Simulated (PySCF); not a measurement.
C2H10O2Si2, SMILES O[SiH2]CC[SiH2]O. Coordinates come from a PBE-D3(BJ)/def2-SVP optimisation. This is a generated structure with no PubChem entry under its InChIKey; it may be hypothetical. One conformer was computed; it need not be the lowest.

Computed equilibrium geometry at PBE-D3(BJ)/def2-SVP (PySCF confirms it by a frequency run) as Cartesian coordinates in Å (one conformer of several):
```xyz
16

O     -3.4115    -0.4343    -0.0701
Si    -1.8021    -0.3409     0.4252
C     -0.7637     0.7250    -0.7499
C      0.6453     1.0888    -0.2350
Si     1.8419    -0.3658    -0.0029
O      3.4109     0.1702     0.3061
H     -3.5680    -0.9754    -0.8626
H     -1.8416     0.2946     1.7842
H     -1.1868    -1.7174     0.5295
H     -1.3584     1.6438    -0.9509
H     -0.6943     0.1934    -1.7259
H      1.1397     1.7985    -0.9373
H      0.5835     1.6306     0.7348
H      1.4837    -1.1902     1.1969
H      1.7785    -1.2298    -1.2434
H      3.8214     0.6761    -0.4160
```
